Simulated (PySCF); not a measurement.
**Au: ionisation energy**

Au [Xe] 4f14 5d10 6s1 (2S) → Au⁺ [Xe] 4f14 5d10 (1S), as a difference of total energies. Computed with PySCF 2.14 in aug-cc-pVDZ-PP with ECP60MDF, with a scalar-relativistic core potential. Correlated levels: valence: 5s2 5p6 frozen. The calculations carry no spin-orbit coupling.

```csv
method,ionisation energy (eV),error (eV)
UHF,7.680,-1.546
LDA,9.890,+0.664
PBE,9.531,+0.305
PBE0,9.212,-0.014
r2SCAN,9.479,+0.253
B2PLYP,9.178,-0.048
BP86,9.698,+0.472
MN15,9.494,+0.268
wB97X,8.878,-0.348
MP2 (valence),9.094,-0.132
SCS-MP2 (valence),8.919,-0.307
```

Reference: 9.226 eV (measured; NIST Atomic Spectra Database, ionization energies).

Errors of the correlated levels include the incompleteness of this basis and the frozen core.
